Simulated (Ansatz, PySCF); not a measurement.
CH5GaN, charge +1, singlet, at a GFN2-xTB geometry (such geometries of metal compounds can be far from the true shape). Base run: PySCF with WB97X/cc-pVDZ.

The PySCF input:
```python
from pyscf import gto, scf, dft

mol = gto.Mole()
mol.atom = '''
    Ga   -0.020782   -0.041393    0.018720
    C    -0.329657    1.590347   -1.183725
    H    -1.183712    2.142603   -0.780540
    H    -0.533255    1.223758   -2.194273
    H     0.585327    2.190416   -1.152936
    N     0.456383   -1.421577    1.124747
    H     0.548975   -2.362451    0.735364
    H     0.010157   -1.502186    2.041189
'''
mol.basis = 'cc-pvdz'
mol.charge = 1
mol.spin = 0
mol.verbose = 3
mol.build()

mf = dft.RKS(mol)
mf.xc = 'wb97x'
mf.kernel()
```

The same geometry, method and basis name were run in Ansatz (a first-principles code) and PySCF, at each program's defaults and at the settings that a row names. The base is PySCF at its defaults. Differences at the defaults can come from grids, fitting, cores and function types together.

```tsv
code and settings	ΔE vs base (µEh)	basis functions	E (Eh)	SCF cycles
PySCF, defaults (exact integrals, its default grid, spherical functions)	0.0	80	-2020.45234	10
Ansatz, defaults (factorised integrals, its default grid, spherical functions)	3.8	80	-2020.45234	-
PySCF, density fitting with def2-universal-jkfit	-47.1	80	-2020.45239	10
PySCF, fine grid	3.1	80	-2020.45234	10
Ansatz, high accuracy	3.6	80	-2020.45234	-
```
